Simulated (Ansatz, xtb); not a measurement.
**C2H9ClSi3: which of two isomers lies lower**

Structure a: `C[C@H]1[SiH2][Si@@H](Cl)[SiH2]1`, a singlet. Structure b: `C=C[Si@@H]([SiH3])[SiH2]Cl`, a singlet. Both are isolated molecules in the gas phase, relaxed with PBE-D3(BJ)/def2-SVP; each stands in its lowest conformer found.

Quicker runs give these differences E(b) − E(a): GFN2-xTB +7.2 kcal/mol; HF/STO-3G +23.7 kcal/mol (at GFN2-xTB geometries); r2SCAN-D4/def2-SVP +13.6 kcal/mol (at GFN2-xTB geometries).

Problem. Estimate E(b) − E(a) at the level CCSD(T)/def2-SVP + ΔMP2/def2-TZVPP.

Solution. Calculated at CCSD(T)/def2-SVP + ΔMP2/def2-TZVPP: E(b) − E(a) = +11.8 kcal/mol, so structure a lies lower.

The same difference at several levels:

```json
{"level": "GFN2-xTB", "geometry": "GFN2-xTB", "E(b) − E(a) (kcal/mol)": "+7.2", "departure from the last row (kcal/mol)": "−4.6", "job, with rough time for the two": "optimisation, 0.72 s"}
{"level": "HF/STO-3G", "geometry": "GFN2-xTB", "E(b) − E(a) (kcal/mol)": "+23.7", "departure from the last row (kcal/mol)": "+11.9", "job, with rough time for the two": "single point, 1.1 s"}
{"level": "r2SCAN-D4/def2-SVP", "geometry": "GFN2-xTB", "E(b) − E(a) (kcal/mol)": "+13.6", "departure from the last row (kcal/mol)": "+1.8", "job, with rough time for the two": "single point, 7.8 s"}
{"level": "PBE-D3(BJ)/def2-SVP", "geometry": "PBE-D3(BJ)/def2-SVP", "E(b) − E(a) (kcal/mol)": "+14.5", "departure from the last row (kcal/mol)": "+2.7", "job, with rough time for the two": "optimisation, 1.7 min"}
{"level": "HF/def2-SVP", "geometry": "PBE-D3(BJ)/def2-SVP", "E(b) − E(a) (kcal/mol)": "+5.8", "departure from the last row (kcal/mol)": "−6.0", "job, with rough time for the two": "part of the CCSD(T) run"}
{"level": "MP2/def2-SVP", "geometry": "PBE-D3(BJ)/def2-SVP", "E(b) − E(a) (kcal/mol)": "+13.1", "departure from the last row (kcal/mol)": "+1.3", "job, with rough time for the two": "part of the CCSD(T) run"}
{"level": "CCSD(T)/def2-SVP", "geometry": "PBE-D3(BJ)/def2-SVP", "E(b) − E(a) (kcal/mol)": "+9.7", "departure from the last row (kcal/mol)": "−2.1", "job, with rough time for the two": "single point"}
{"level": "CCSD(T)/def2-SVP + ΔMP2/def2-TZVPP", "geometry": "PBE-D3(BJ)/def2-SVP", "E(b) − E(a) (kcal/mol)": "+11.8", "departure from the last row (kcal/mol)": "", "job, with rough time for the two": "single point, 1.7 min"}
```

As drawn, b has 1 C=C, 1 Si–H in place of 1 C–C, 1 C–Si, 1 C–H. Structure a has a 4-membered ring, b no ring.

The levels shown agree on the order. The largest departure from CCSD(T)/def2-SVP + ΔMP2/def2-TZVPP is that of HF/STO-3G, 11.9 kcal/mol. The last row adds to CCSD(T) the change of the MP2 difference between the two basis sets, here +2.1 kcal/mol.

With thermal terms from frequencies at re-optimised GFN2-xTB minima (ideal gas, soft modes damped towards free rotors, one conformer each, 298.15 K, 1 atm): the zero-point term adds −3.4 kcal/mol; ΔH is +9.4 and ΔG +6.6 kcal/mol.

The correlated steps freeze 22 core orbitals. Codes used: Ansatz 0.2.0, xtb 6.7.1; the last row on 2 threads of Intel(R) Xeon(R) Processor @ 2.70GHz on a shared host.
